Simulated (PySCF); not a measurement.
Rb(Cl) anion (ClRb), SMILES [Cl][Rb] (connectivity only; charge and spin as stated), charge -1, multiplicity 2. The structure is a stationary point at PBE0-D3(BJ)/def2-TZVPD. The multiplicity is an assumed one; other spin states were not compared. The def2 effective core potentials stand for the cores of Rb; spin–orbit coupling is left out.

Method: PBE0-D3(BJ)/def2-TZVPD (PySCF).

Harmonic wavenumbers (cm⁻¹): 169. Rotational constants (GHz): 2.233 (linear); symmetry number 1.

Problem. Work out the zero-point energy and the ideal-gas rigid-rotor harmonic-oscillator thermochemistry at 298.15 K and 1 atm.

Solution. ZPE = ½ Σ hcν = ½ × 169 cm⁻¹ = 0.24 kcal/mol. H − E(el) = 2.70 kcal/mol. Entropy in cal/(mol K): translation 40.28, rotation 17.75, vibration 2.44, spin 1.38, total 61.85. G − E(el) = -15.74 kcal/mol. Cp = 8.84 cal/(mol K).
